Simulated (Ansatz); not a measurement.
Born–Oppenheimer molecular dynamics of F4GeH3P (9 atoms, charge 0, multiplicity 1). It starts at the highest image of a converged band. Of that band: The profile has 2 maxima (images 3, 5) with wells between them (image 4): this band takes more than one step, which may be the mechanism or a detour left from its start path. A structure lower than the first end lies on the path between it and the top, so the climb from that side starts below the end, which may itself be a saddle point or a shallow side well. Neighbouring images differ by up to 1.6 eV, so the band resolves the path poorly. A vibrational analysis at the climbing image gives one clearly imaginary mode, 875i cm⁻¹: a first-order saddle point.

All numbers below come from Ansatz, RKS BLYP-D4/def2-SVP.

- ensemble: NVE (velocity Verlet)
- time step: 0.5 fs
- steps asked: 200
- starting velocities drawn for: 100 K
- seed: 2449

First frame:

```xyz
9
Properties=species:S:1:pos:R:3
Ge -0.288 -0.107 0.070
F -0.002 0.982 1.682
F 1.397 -0.549 0.111
F -0.555 1.224 -1.020
F -0.881 -1.529 -0.793
P -2.546 -0.286 1.612
H -3.028 0.070 0.316
H -2.258 -1.664 1.374
H -1.166 0.546 1.915
```

Q: How far do the bonds stretch over the last three quarters of this one trajectory? (Pairs bonded in most of those frames.)

A: 
```tsv
bond	mean (Å)	spread (Å)	shortest	longest
Ge1–F2	1.793	0.073	1.69	1.93
Ge1–F3	1.736	0.008	1.72	1.75
Ge1–F4	1.736	0.009	1.72	1.75
Ge1–F5	1.762	0.021	1.72	1.79
P6–H7	1.441	0.018	1.40	1.47
P6–H8	1.441	0.015	1.40	1.47
P6–H9	1.451	0.045	1.37	1.52
```

Pairs bonded in part of these frames only: Ge1–P6 31 %.

Mean temperature of the second half: 994 K. The conserved energy stayed within 0.04 meV per atom of its start (net change -0.031 meV per atom), so the integration is sound. The kinetic energy rose, since the run started high on the potential surface and went downhill. It ends in pieces (F4Ge + H3P), so much of that is their flight and rotation, not heat. A run of 0.1 ps of so small a system gives no equilibrium averages. The orbitals stay closed-shell, which can raise the energy where a bond breaks towards radicals; this wasn't checked here.

Time of the run: 4.4 min on 4 threads of Arm Neoverse V2 (shared host), peak memory 0.19 GiB.
